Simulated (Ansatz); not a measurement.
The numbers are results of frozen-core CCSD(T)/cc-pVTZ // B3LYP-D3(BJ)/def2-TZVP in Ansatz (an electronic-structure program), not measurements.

Ansatz 0.2 input:
```yaml
crystal:
  periodic: [false, false, false]
  atoms:
    - { symbol: O, position_ang: [-0.793815, -0.016689, 0.439429] }
    - { symbol: S, position_ang: [0.645519, 0.694432, -0.033348] }
    - { symbol: H, position_ang: [-1.273336, -0.266461, -0.360493] }
    - { symbol: H, position_ang: [1.421632, -0.411283, -0.045588] }
basis:
  gaussian: { orbitals: cc-pVTZ }
correlation:
  method: ccsd_t
```

Output:

```
Functional definition: HF
534 factors; integrals over basis functions are off by at most 9.6e-4 eV
mean field evaluation 1: about -12885.1478 eV, gradient 2.6e1 eV
mean field evaluation 2: about -12885.1536 eV, gradient 2.7e1 eV
mean field evaluation 4: about -12886.5091 eV, gradient 2.6e0 eV
mean field evaluation 8: about -12886.5313 eV, gradient 1.2e-4 eV
mean field evaluation 16: about -12886.5246 eV, gradient 1.3e-1 eV
mean field -12886.53134498 eV, -473.5712921235 hartree, gradient 6.8e-6 eV, S^2 0.000000; 0 other end points of the search recorded, 0 dependent functions left out
6 core orbitals not correlated
reference -12886.53134498 eV, -473.5712921235 hartree; 7, 7 occupied and 79, 79 virtual orbitals, 534 factors
second order -11.53573804 eV of doubles, -0.00000000 eV of singles
cycle   1  -11.75978225 eV  change   -2.2e-1 eV  update   7.2e-2
cycle   2  -12.06590206 eV  change   -3.1e-1 eV  update   2.2e-2
cycle   3  -12.12490446 eV  change   -5.9e-2 eV  update   1.1e-2
cycle   4  -12.11824587 eV  change    6.7e-3 eV  update   2.5e-3
cycle   5  -12.11909076 eV  change   -8.4e-4 eV  update   1.3e-3
cycle   6  -12.11924378 eV  change   -1.5e-4 eV  update   4.8e-4
cycle   7  -12.11904660 eV  change    2.0e-4 eV  update   2.2e-4
cycle   8  -12.11911429 eV  change   -6.8e-5 eV  update   9.4e-5
cycle   9  -12.11911752 eV  change   -3.2e-6 eV  update   4.0e-5
cycle  10  -12.11909812 eV  change    1.9e-5 eV  update   1.7e-5
cycle  11  -12.11911457 eV  change   -1.6e-5 eV  update   6.2e-6
perturbative correction -0.46820686 eV, -0.0172062847 hartree
Total energy: -12899.11866642 eV, -474.0338676542 hartree
```

Cost: very roughly 1.5 core-seconds.
